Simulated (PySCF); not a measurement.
B(Cl)(Br)(OMe) (CH3BBrClO), SMILES COB(Br)Cl.

Geometry: B3LYP-D3(BJ)/def2-SVP. One conformer was computed; it need not be the lowest.

The numbers are results of B3LYP-D3(BJ)/def2-SVP run with PySCF, not measurements.

Frequencies are harmonic and unscaled.

A small imaginary wavenumber (i) marks a very flat motion, where grid noise or a shallow saddle decides the sign.

```
mode  ν (cm⁻¹)  IR (km/mol)  Raman (Å⁴/amu)  depolarisation  moving atoms (share of kinetic energy)
----  --------  -----------  --------------  --------------  --------------------------------------
1          21i          0.1             0.1            0.75                                  H 98 %
2          145          3.7             0.0               –                  O 48 %, H 21 %, C 18 %
3          192          3.4             1.7            0.70         C 45 %, Br 23 %, H 20 %, Cl 9 %
4          216          0.1             2.4            0.59                        Cl 51 %, Br 29 %
5          398         11.5             1.5            0.48         O 42 %, Cl 26 %, C 18 %, H 11 %
6          451          7.2             6.3            0.10        O 34 %, Cl 21 %, B 17 %, Br 16 %
7          491         13.3             0.4            0.75                          B 86 %, O 11 %
8          919        412.3             1.0            0.69                                  B 83 %
9         1025          5.1             2.6            0.49                  C 41 %, O 27 %, B 24 %
10        1183         27.1             4.7            0.69                          H 73 %, C 19 %
11        1184          1.0             1.4            0.75                          H 77 %, C 18 %
12        1396        410.6             5.4            0.16          H 35 %, B 27 %, O 23 %, C 14 %
13        1473          5.4            30.0            0.67                                  H 96 %
14        1473          3.7            17.0            0.75                                  H 97 %
15        1515        201.5             2.6            0.61                  H 53 %, O 23 %, B 22 %
16        3041         41.7           157.3            0.02                                  H 98 %
17        3136         14.0            99.6            0.75                          H 90 %, C 10 %
18        3142          8.7            42.6            0.62                          H 90 %, C 10 %
```
